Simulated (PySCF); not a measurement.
**How methods differ on the excitation energy of Te**

Te [Kr] 4d10 5s2 5p4 (3P) → Te [Kr] 4d10 5s1 5p4 5d1 (high-spin determinant), as a difference of total energies. All numbers are calculated (PySCF 2.14, a scalar-relativistic core potential, in aug-cc-pwCVTZ-PP with ECP28MDF (8s7p6d4f1g, 96 functions)). Correlated levels: valence: 4s2 4p6 4d10 frozen. The calculations carry no spin-orbit coupling.

```json
{"method": "UHF", "excitation energy (eV)": "15.214"}
{"method": "MP2 (valence)", "excitation energy (eV)": "15.577"}
{"method": "SCS-MP2 (valence)", "excitation energy (eV)": "15.724"}
{"method": "CCSD (valence)", "excitation energy (eV)": "15.162"}
{"method": "CCSD(T) (valence)", "excitation energy (eV)": "14.972"}
```

Task: How much does correlation contribute at CCSD(T) (valence)?

Result: 14.972 − (15.214) = -0.242 eV, measured against UHF.

The upper state lies above the first ionisation limit, where it may autoionise and the basis confines it.

The promoted electron is Rydberg-like, and one or two diffuse shells describe it only roughly, which tends to raise the upper state.

The coupled-cluster amplitudes are large for the upper state (T1 above 0.03 or a double amplitude above 0.15), so a single reference is strained.

The determinant of the upper state mixes LS terms, which raises its energy above the lowest term, most at the Hartree-Fock and MP2 levels.
